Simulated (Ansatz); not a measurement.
Basis-set extrapolation for `FCC[SiH3]` (PBE0-D4/def2-TZVP geometry, frozen core, the Gaussian-basis code of Ansatz). Multiplicity 1, RHF reference.

```csv
,def2-TZVPP,def2-QZVPP
HF,-468.261337,-468.278562
MP2 correlation,-0.727504,-0.783272
CCSD(T) correlation,-0.799170,not run
```

Energies in hartree. Use E(X) = E(∞) + A·exp(−7.88·√X) for Hartree–Fock and E(X) = E(∞) + B·X^(−2.97) for correlation, with X = 3 and 4, and add CCSD(T) minus MP2 of the smaller set to the MP2 limit.

Task: What is the CCSD(T) energy at the basis-set limit?

Result: HF limit: -468.278562 + (-0.017225) × 0.13774 = -468.28093. MP2 limit: -0.783272 + (-0.055768) × 0.74074 = -0.82458. Higher-order term: -0.799170 − (-0.727504) = -0.07167. Total: -469.17718 hartree, 73.2 kcal/mol below CCSD(T)/def2-TZVPP.
